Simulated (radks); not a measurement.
The numbers below are computed, except where a source is named.
Task: Coherent X-ray form factor from a spherical all-electron density. Code: a radial shooting solver on a logarithmic mesh with Libxc functionals. Model: non-relativistic Kohn-Sham, PBE, spin-unpolarised, spherical densities, point nucleus.

sin(theta)/lambda (1/angstrom)  f0 (electrons)
0.05                                    12.650
0.1                                     11.769
0.15                                    10.703
0.2                                      9.718
0.25                                     8.907
0.3                                      8.249
0.4                                      7.178
0.5                                      6.207
0.6                                      5.284
0.8                                      3.736
1                                        2.698
1.25                                     1.966
1.5                                      1.597
2                                        1.261

The species is in the configuration that NIST lists as its ground one. Which atom or ion scatters so?

Result: The silicon ion Si+, [Ne] 3s2 3p1. Extrapolating in s^2 from the first two rows gives f0(0) = 12.9, near the electron count 13; among species with that count, the fall with angle is slower the higher Z, and the table is that of Z = 14; from so few rows the species is fixed only to a neighbour or two.
